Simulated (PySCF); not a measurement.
C₃H₆F₂O.

```xyz
12

C      1.6912    -0.9829     0.1961
O      0.9149     0.1352     0.5482
C     -0.3169     0.2409    -0.0206
C     -1.3022    -0.8459     0.3323
F     -0.7928     1.4318     0.3747
F     -0.1911     0.3009    -1.3771
H      1.2947    -1.9173     0.6308
H      1.7648    -1.0940    -0.8975
H      2.6949    -0.8096     0.6035
H     -2.2735    -0.6103    -0.1209
H     -1.4121    -0.8983     1.4232
H     -0.9658    -1.8185    -0.0488
```

Geometry optimised at PBE0-D3(BJ)/def2-SVP. One conformer was computed; it need not be the lowest.

Calculation: HF/pcSseg-1 run with PySCF. Non-relativistic, no solvent.

Computed absolute GIAO shielding of each atom: isotropic value and principal components (ppm):
```
atom  σ(iso)    σ11    σ22    σ33   span
----  ------  -----  -----  -----  -----
C1     143.8  120.4  124.3  186.7   66.3
O2     274.3  207.3  267.2  348.5  141.2
C3      79.3   72.3   78.7   87.0   14.8
C4     170.3  153.6  166.0  191.4   37.7
F5     299.0  216.9  303.2  377.0  160.1
F6     310.4  246.0  290.5  394.8  148.9
H7      28.6   24.2   27.2   34.6   10.4
H8      28.3   23.9   26.9   34.3   10.4
H9      28.1   23.7   25.7   34.8   11.1
H10     29.9   25.9   27.6   36.1   10.2
H11     30.3   26.5   27.6   36.8   10.3
H12     30.0   25.8   29.1   35.1    9.3
```
